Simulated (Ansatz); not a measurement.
The same path of CH$_{3}$NSe$_{2}$ (7 atoms, charge 0, multiplicity 1) was run twice with different band settings. The coordinate that changes most is the dihedral Se3–C2–Se4–H7.

Level of theory: Ansatz 0.2.0, RKS B3LYP/def2-SVP.

Relaxed end points:

```xyz
7
Properties=species:S:1:pos:R:3
N -1.399 -0.968 0.433
C -0.359 -0.304 0.186
Se 0.648 0.354 1.705
Se 0.299 0.070 -1.625
H -1.933 -1.224 -0.404
H 1.882 0.640 0.950
H 0.924 1.363 -1.290
```

```xyz
7
Properties=species:S:1:pos:R:3
N -1.329 -1.064 0.431
C -0.380 -0.273 0.187
Se 0.594 0.428 1.706
Se 0.137 0.295 -1.620
H -1.757 -1.465 -0.409
H 1.229 1.539 0.973
H 1.568 0.472 -1.313
```

Common settings: spring 5.0 eV/Å²; optimiser quadratic models (default); start path IDPP; force threshold 0.05 eV/Å; iteration limit 60; end points relaxed.

| run | movable images | climbing image |
| --- | --- | --- |
| 1 | 7 | yes |
| 2 | 8 | no |

**Question.** What does each run give, and how far can it be trusted?

**Answer.** Run 1: converged after 6 iterations, highest image 0.020 eV above the first end. A vibrational analysis at the climbing image gives one clearly imaginary mode, 180i cm⁻¹: a first-order saddle point.
Run 2: converged after 6 iterations, highest image 0.020 eV above the first end. No image climbed, so the highest image needn't sit at the top of the path.
